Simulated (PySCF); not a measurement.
# How methods differ on the excitation energy of Be

Be [He] 2s2 (1S) → Be [He] 2s1 2p1 (3P), as a difference of total energies. Computed with PySCF 2.14 in aug-cc-pCVTZ-DK with one added diffuse shell each of s, p, d, f type (8s7p5d3f, 75 functions), with the spin-free X2C one-electron Hamiltonian (Gaussian nucleus). Correlated levels: valence: 1s2 frozen. The calculations carry no spin-orbit coupling.

| method | excitation energy (cm⁻¹) | error (cm⁻¹) |
| --- | --- | --- |
| UHF | 13065 | -8916 |
| MP2 (valence) | 18767 | -3213 |
| SCS-MP2 (valence) | 20437 | -1543 |
| CCSD (valence) | 22041 | +61 |

Reference: 21980 cm⁻¹ (measured; NIST levels, between the centres of gravity of the two terms).

Errors of the correlated levels include the incompleteness of this basis and the frozen core.

With two correlated electrons CCSD is exact in that space.
